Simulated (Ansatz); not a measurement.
Stretching the C3–H4 bond in C2H3B (SMILES BC#C) (multiplicity 1 held, fragments rigid). Energies count from the point at 1.064 Å.
Geometry at that point (charge 0, multiplicity 1):
```xyz
6

B     -1.19336    -0.05181    -0.71503
C      0.09243     0.00401     0.05538
C      1.12929     0.04903     0.67664
H      2.04114     0.08862     1.22300
H     -1.95464     0.86080    -0.66658
H     -1.44998    -1.00862    -1.37338
```

R- and RO- levels are restricted; in cc, def2 and unpolarised 6-31G sets they are followed outwards from rest. Unrestricted levels (U-) break spin symmetry where that is lower. Levels need not reach the same state.

Cores are frozen in the correlated methods.

Programs: Ansatz (Gaussian basis) for Hartree–Fock, density functionals and correlated methods. 

Energies in kJ/mol.

| R (Å) | R-HF/cc-pVDZ | U-HF/cc-pVDZ | R-CCSD(T)/cc-pVDZ | R-CCSDT/cc-pVDZ |
|---|---|---|---|---|
| 0.851 | 147 | 147 | 159 | 159 |
| 0.957 | 30 | 30 | 36 | 36 |
| 1.064 | 0 | 0 | 0 | 0 |
| 1.170 | 19 | 19 | 13 | 13 |
| 1.276 | 65 | … | 51 | 51 |
| 1.436 | 158 | 158 | 131 | 131 |
| 1.596 | 259 | 258 | 216 | 216 |
| 1.862 | 420 | … | 342 | 342 |
| 2.127 | 558 | … | 433 | 434 |
| 2.447 | 693 | 432 | 494 | 499 |
| 2.872 | 828 | 440 | 515 | 534 |
| 3.404 | 941 | 441 | 502 | 544 |

Question: Some entries are withheld; supply them.

Answer: 
- 1.276, U-HF/cc-pVDZ: 65
- 2.127, U-HF/cc-pVDZ: 413
- 1.862, U-HF/cc-pVDZ: 368

Doubts at one or more of the structures used: a restricted determinant that unrestricted orbitals would lower (R-HF/cc-pVDZ, R-CCSD(T)/cc-pVDZ, R-CCSDT/cc-pVDZ); a spin-contaminated determinant (U-HF/cc-pVDZ); other coupled-cluster roots lie near (R-CCSD(T)/cc-pVDZ, R-CCSDT/cc-pVDZ); T1 above 0.05 (R-CCSD(T)/cc-pVDZ, R-CCSDT/cc-pVDZ).

Ansatz is a program for electronic structure.
